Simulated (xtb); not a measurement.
BBr$_{3}$ (SMILES BrB(Br)Br), singlet, at a GFN2-xTB geometry; GFN2-xTB with GBSA(acetonitrile) in xtb 6.7.1.

xtb was given this input:
```
$ xtb mol.xyz --gfn 2 --gbsa acetonitrile --json

# file mol.xyz
4

B      0.01808306    -0.01978242    -0.03760993
Br    -1.50731106    -1.11118164    -0.13755349
Br     0.01971195     1.66670358    -0.86448993
Br     1.48501581    -0.55269588     1.00741627
```

Question: What does xtb print? Leave out banner, timings and long lists.

Answer: 
```
   ID    Z sym.   atoms
    1    5 B      1
    2   35 Br     2-4

           -------------------------------------------------
          |                Calculation Setup                |
           -------------------------------------------------

           -------------------------------------------------
          |                 G F N 2 - x T B                 |
           -------------------------------------------------

      * Solvation model:               GBSA
        Solvent                        acetonitrile
        Parameter file                 internal GFN2-xTB/GBSA
        Dielectric constant                3.7500E+01
        Reference state                gsolv [1 M gas/solution]
        Free energy shift                  2.0473E-03 Eh       1.2847E+00 kcal/mol
        Temperature                        2.9815E+02 K
        Density                            7.8600E-01 kg/L
        Solvent mass                       4.1050E+01 g/mol
        Interaction kernel             Still
        Born radius scaling (c1)           1.5800E+00
        Born radii integrator          GBOBC
        Born offset                        1.3788E-02 a0       2.6056E-02 AA
        H-bond correction              true
        Ion screening                  false
        Surface tension                    1.0000E-05 Eh       1.5569E+01 dyn/cm
        Grid points                               230 per atom

          ...................................................
          :                      SETUP                      :
          :.................................................:
          :  # basis functions                  34          :
          :  # atomic orbitals                  31          :
          :  # shells                           11          :
          :  # electrons                        24          :
          :  max. iterations                   250          :
          :  Hamiltonian                  GFN2-xTB          :
          :  restarted?                      false          :
          :  GBSA solvation                   true          :
          :  PC potential                    false          :
          :  electronic temp.          300.0000000     K    :
          :  accuracy                    1.0000000          :
          :  -> integral cutoff          0.2500000E+02      :
          :  -> integral neglect         0.1000000E-07      :
          :  -> SCF convergence          0.1000000E-05 Eh   :
          :  -> wf. convergence          0.1000000E-03 e    :
          :  Broyden damping             0.4000000          :
          :  net charge                          0          :
          :  unpaired electrons                  0          :
          ...................................................

 iter      E             dE          RMSdq      gap      omega  full diag
   1    -13.1684290 -0.131684E+02  0.107E+01    6.36       0.0  T
   2    -13.2016875 -0.332585E-01  0.145E+01    2.16       1.0  T
   3    -13.5917216 -0.390034E+00  0.655E+00    3.37       1.0  T
   4    -13.5761194  0.156022E-01  0.383E+00    3.34       1.0  T
   5    -13.6035704 -0.274510E-01  0.174E+00    3.70       1.0  T
   6    -13.6063094 -0.273901E-02  0.599E-01    3.88       1.0  T
   7    -13.6063986 -0.892497E-04  0.157E-01    3.83       1.0  T
   8    -13.6064364 -0.377692E-04  0.268E-02    3.86       1.9  T
   9    -13.6064365 -0.150227E-06  0.937E-03    3.86       5.3  T
  10    -13.6064366 -0.139855E-07  0.265E-03    3.86      18.8  T
  11    -13.6064366 -0.872619E-09  0.184E-03    3.86      27.2  T
  12    -13.6064366 -0.103354E-07  0.112E-03    3.86      44.6  T
  13    -13.6064366 -0.313138E-09  0.509E-04    3.86      98.3  T
  14    -13.6064366 -0.107409E-08  0.293E-05    3.86    1708.2  T

   *** convergence criteria satisfied after 14 iterations ***

         :::::::::::::::::::::::::::::::::::::::::::::::::::::
         ::                     SUMMARY                     ::
[...]
         :: total energy             -13.579839516518 Eh    ::
[...]

         #    Occupation            Energy/Eh            Energy/eV
      -------------------------------------------------------------
         1        2.0000           -0.8741874             -23.7879
         2        2.0000           -0.8741874             -23.7879
         3        2.0000           -0.8634670             -23.4961
         4        2.0000           -0.5674000             -15.4397
         5        2.0000           -0.5256717             -14.3043
         6        2.0000           -0.5256717             -14.3043
         7        2.0000           -0.5036936             -13.7062
         8        2.0000           -0.4607681             -12.5381
         9        2.0000           -0.4607681             -12.5381
        10        2.0000           -0.4566334             -12.4256
        11        2.0000           -0.4566334             -12.4256
        12        2.0000           -0.4508074             -12.2671 (HOMO)
        13                         -0.3090331              -8.4092 (LUMO)
        14                         -0.1406086              -3.8262
        15                         -0.1286341              -3.5003
        16                         -0.1286341              -3.5003
        17                         -0.0124513              -0.3388
        18                         -0.0124513              -0.3388
        19                         -0.0044393              -0.1208
        20                         -0.0044393              -0.1208
        21                         -0.0037317              -0.1015
        22                         -0.0035583              -0.0968
        23                         -0.0034874              -0.0949
       ...                                ...                  ...
        31                          0.9692094              26.3735
      -------------------------------------------------------------
                  HL-Gap            0.1417743 Eh            3.8579 eV
             Fermi-level           -0.3799202 Eh          -10.3382 eV

     #   Z          covCN         q      C6AA      α(0)
     1   5 B        2.548     0.442    16.179     6.911
     2  35 Br       1.300    -0.147   189.130    22.174
     3  35 Br       1.300    -0.147   189.130    22.174
     4  35 Br       1.300    -0.147   189.130    22.174

 Mol. C6AA /au·bohr⁶  :       2049.757563
 Mol. C8AA /au·bohr⁸  :     124905.876523
 Mol. α(0) /au        :         73.432909

Wiberg/Mayer (AO) data.
largest (>0.10) Wiberg bond orders for each atom

 ---------------------------------------------------------------------------
     #   Z sym  total        # sym  WBO       # sym  WBO       # sym  WBO
 ---------------------------------------------------------------------------
     1   5 B    3.454 --     2 Br   1.151     4 Br   1.151     3 Br   1.151
     2  35 Br   1.250 --     1 B    1.151
     3  35 Br   1.250 --     1 B    1.151
     4  35 Br   1.250 --     1 B    1.151
 ---------------------------------------------------------------------------

Topologies differ in total number of bonds
Writing topology from bond orders to xtbtopo.mol

molecular dipole:
                 x           y           z       tot (Debye)
 q only:        0.016      -0.017      -0.033
   full:        0.039      -0.042      -0.080       0.250
molecular quadrupole (traceless):
                xx          xy          yy          xz          yz          zz
 q only:       -0.751      -0.700      -0.626      -1.331       1.456       1.377
  q+dip:       -3.009      -2.804      -2.505      -5.331       5.832       5.514
   full:       -2.993      -2.789      -2.492      -5.302       5.801       5.485

           -------------------------------------------------
          | TOTAL ENERGY              -13.579839516518 Eh   |
          | GRADIENT NORM               0.004672719419 Eh/α |
          | HOMO-LUMO GAP               3.857874642379 eV   |
           -------------------------------------------------

normal termination of xtb
```
